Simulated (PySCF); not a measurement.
**Question.** Write Cartesian coordinates for 2,2,3-trimethylbutane (`CC(C)C(C)(C)C`) as optimised with GFN2-xTB.

**Answer.** 
```
atom  x, y, z in Å
C1     1.4551   -1.3520    0.4664
C2     0.8351    0.0469    0.4908
C3     1.7545    0.9904   -0.2870
C4    -0.6362    0.0844   -0.0014
C5    -0.7548   -0.1690   -1.5064
C6    -1.4617   -0.9739    0.7405
C7    -1.2469    1.4559    0.3142
H8     1.4414   -1.7687   -0.5375
H9     0.9376   -2.0329    1.1351
H10    2.4926   -1.2937    0.7896
H11    0.8217    0.3813    1.5358
H12    1.3716    2.0065   -0.3019
H13    1.8813    0.6490   -1.3111
H14    2.7362    1.0125    0.1819
H15   -0.2999   -1.1166   -1.7827
H16   -1.8046   -0.2051   -1.7898
H17   -0.2809    0.6253   -2.0762
H18   -1.3215   -0.8893    1.8161
H19   -2.5195   -0.8396    0.5238
H20   -1.1851   -1.9776    0.4311
H21   -2.3011    1.4655    0.0453
H22   -0.7548    2.2485   -0.2427
H23   -1.1650    1.6791    1.3761
```

Any rigid rotation of these coordinates is as good. Atoms count from 1 in this order. Of the pairs four or more bonds apart, H12···H22 is among the closest relative to their van der Waals radii: 2.14 Å, 89 % of the sum of Bondi's values. The C–C distances run from 1.530 Å (C2–C3, drawn single) to 1.552 Å (C2–C4, drawn single), a spread of 0.022 Å.

Bonds between heavy atoms (Å): C1–C2 1.530, C2–C3 1.530, C2–C4 1.552, C4–C5 1.531, C4–C6 1.534, C4–C7 1.534.

Structure optimised with GFN2-xTB, isolated species.

Point group: C1 (no symmetry element, even within 0.4 Å). GFN2-xTB frequencies: not computed here.
